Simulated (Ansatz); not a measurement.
Gas-phase electronic energies from Ansatz, PBE0-D4/def2-TZVP geometries. CCSD(T)/CBS is the MP2 limit (def2-TZVPP, def2-QZVPP) plus CCSD(T) − MP2 in def2-TZVPP, frozen cores. This one scheme is used for every species. DFT in def2-TZVPP. For Mg outer-core shells are correlated without core-valence functions, which leaves a few kJ/mol of doubt a bond. One conformer a species, not always the lowest.

Consider the substitution at a C–C bond: `C[CH2][Mg][CH2]C` + `N=CO` → `C/N=C/O` + `C[CH2][Mg][CH3]`.

`C[CH2][Mg][CH2]C`:

Cartesian coordinates in Å:
```
C -1.447 0.630 2.372
C -0.798 1.577 1.358
Mg 0.175 0.668 -0.273
C 1.143 -0.263 -1.895
C 1.142 -1.794 -1.897
H -0.716 -0.046 2.829
H -1.937 1.162 3.197
H -2.212 -0.003 1.913
H -0.075 2.224 1.872
H -1.557 2.266 0.964
H 2.178 0.102 -1.932
H 0.685 0.104 -2.824
H 0.127 -2.204 -1.909
H 1.660 -2.218 -2.766
H 1.633 -2.206 -1.009
```

`N=CO`:

```xyz
6

N    -0.311   -0.987   -0.063
C     0.044    0.209   -0.225
O     0.382    0.995    0.801
H    -0.531   -1.430   -0.948
H     0.125    0.754   -1.167
H     0.291    0.460    1.602
```

`C/N=C/O`:

Z-matrix (Å, degrees):
```
C
N 1 1.439
H 1 1.093 2 109.7
H 1 1.099 2 113.7 3 121.4
H 1 1.093 2 109.7 3 -117.1
C 2 1.254 1 118.2 3 -121.4
O 6 1.339 2 122.8 1 180.0
H 6 1.094 2 125.9 1 0.0
H 7 0.968 6 106.5 2 0.0
```

`C[CH2][Mg][CH3]`:

```xyz
12

C     1.974    0.451    0.914
C     0.706   -0.364    1.180
Mg   -0.805   -0.243   -0.279
C    -2.299   -0.114   -1.733
H     1.763    1.522    0.824
H     2.722    0.347    1.710
H     2.467    0.152   -0.017
H     0.972   -1.421    1.311
H     0.275   -0.065    2.145
H    -1.891   -0.191   -2.747
H    -2.841    0.837   -1.680
H    -3.044   -0.911   -1.628
```

```json
{"level": "B2PLYP", "ΔE (kJ/mol)": "-2.6"}
{"level": "PBE-QIDH", "ΔE (kJ/mol)": "-0.8"}
{"level": "CCSD/def2-SVP", "ΔE (kJ/mol)": "-0.6"}
{"level": "MP2/def2-TZVPP", "ΔE (kJ/mol)": "-0.2"}
```

What does CCSD(T)/CBS give? (Best estimate.)

The calculation gave: +0.3 kJ/mol. The listed levels differ from it by -2.9, -1.1, -0.9, -0.5 kJ/mol.

Largest T1 diagnostic among the species: 0.014.

Leaving LDA and LC-ωPBE aside and taking each functional with its dispersion term where it has one, the values, not all of them listed here, spread over 3.7 kJ/mol, from CAM-B3LYP-D4 to PBE-QIDH. LDA lies −4.0 kJ/mol from PBE without D4.
